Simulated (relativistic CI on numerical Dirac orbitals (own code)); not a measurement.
## Gd3+ (4f7) in a crystal field

Calculated by Dirac-Coulomb-Breit CI, KLI orbitals optimised for each configuration, QED by a radiative potential, one configuration in a parametric crystal field, unscaled Slater integrals (own radial code). With so little scaling, terms lie 10 to 35 % too far apart, which can change the order of excited levels.

Field parameters in Wybourne normalisation. The field is a parameter set, without covalency.

S is read from ⟨S²⟩ = S(S + 1).

Powder χT (cm³ K mol⁻¹) by Van Vleck's formula, with temperature-independent terms:

```tsv
Field	2 K	5 K	10 K	20 K	50 K	100 K	200 K	300 K
C2v, B20 = -250, B22 = -110, B40 = -110, B42 = 480, B44 = 310, B60 = -40, B62 = -60, B64 = 500, B66 = 90 cm⁻¹	7.85	7.85	7.85	7.85	7.85	7.85	7.85	7.85
D4h, B20 = 880, B40 = 740, B44 = -1110, B60 = 290, B64 = 390 cm⁻¹	7.84	7.85	7.85	7.85	7.85	7.85	7.85	7.85
```

**Question.** For C2v, B20 = -250, B22 = -110, B40 = -110, B42 = 480, B44 = 310, B60 = -40, B62 = -60, B64 = 500, B66 = 90 cm⁻¹: what effective moment follows at 300 K?

**Answer.** μ_eff = √(8χT) = 7.92 μB. The LS value g√(J(J + 1)) of the free ion's 8S°_7/2 level is 7.94 μB.
